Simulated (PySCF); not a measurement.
Geometry:
```tsv
atom	x (Å)	y (Å)	z (Å)
Si1	2.951	0.631	0.891
C2	1.651	-0.515	0.141
C3	0.232	-0.381	0.698
C4	-0.686	-1.458	0.102
O5	-1.991	-1.455	0.608
C6	-2.806	-0.409	0.146
C7	-2.430	0.950	0.736
Si8	-0.601	1.307	0.436
H9	4.300	0.286	0.346
H10	2.661	2.062	0.565
H11	2.979	0.485	2.380
H12	1.654	-0.345	-0.951
H13	2.016	-1.550	0.282
H14	0.246	-0.545	1.792
H15	-0.701	-1.357	-1.006
H16	-0.269	-2.456	0.323
H17	-2.771	-0.364	-0.963
H18	-3.836	-0.682	0.424
H19	-3.072	1.743	0.318
H20	-2.605	0.933	1.825
H21	-0.079	2.357	1.365
H22	-0.369	1.755	-0.976
```

Geometry: PBE0-D3(BJ)/def2-SVP; GIAO shifts from PySCF 2.14, gas phase, non-relativistic, averaged over equivalent atoms.

At WP04/pcSseg-1 (220 basis functions, 39 s wall time on 1 thread of an Arm Neoverse V1, shared host):
| atoms | δ (ppm) |
| --- | --- |
| Si8 | -35.4 |
| Si1 | -60.1 |
| C4 | 79.6 |
| C6 | 71.1 |
| C3 | 22.1 |
| C7 | 11.8 |
| C2 | 10.9 |
| O5 | 55.7 |
| H18 | 3.95 |
| H16 | 3.76 |
| H21 | 3.67 |
| H9/H10/H11 | 3.29 |
| H22 | 3.26 |
| H17 | 3.07 |
| H15 | 2.87 |
| H20 | 0.92 |
| H14 | 0.86 |
| H13 | 0.56 |
| H19 | 0.47 |
| H12 | 0.33 |

Chemical shifts δ = σref − σ; 29Si (338.69 ppm) and 13C (172.44 ppm) and 1H (31.56 ppm) vs TMS; 17O (317.54 ppm) vs H2O, all at this level.

Q: Estimate the result of repeating the calculation with PBE0/pcSseg-1.

A: 
```tsv
atoms	δ at PBE0/pcSseg-1	change
Si8	-39.7	-4.3
Si1	-67.4	-7.3
C4	79.3	-0.3
C6	69.4	-1.7
C3	19.7	-2.4
C7	9.9	-1.9
C2	8.7	-2.2
O5	58.9	+3.2
H18	4.22	+0.27
H16	4.00	+0.24
H21	4.33	+0.66
H9/H10/H11	3.90	+0.61
H22	3.82	+0.56
H17	3.16	+0.09
H15	2.90	+0.03
H20	0.97	+0.05
H14	0.85	-0.01
H13	0.60	+0.04
H19	0.51	+0.04
H12	0.31	-0.02
```

δ = σ(ref) − σ, references computed at the same level: 29Si (σ = 351.99 ppm), 13C (σ = 184.41 ppm), 1H (σ = 31.27 ppm) against TMS; 17O (σ = 334.56 ppm) vs H2O.

The largest change is at Si1 (silicon bonded to C, 3 H). Cost: 220 basis functions, 53 s wall time on 1 thread of an Arm Neoverse V1, shared host. The order of the carbon signals is the same at both levels.

Experimental scales use liquid or dissolved standards, which lie at an offset from isolated H2O (liquid H2O: subtract about 36 ppm).
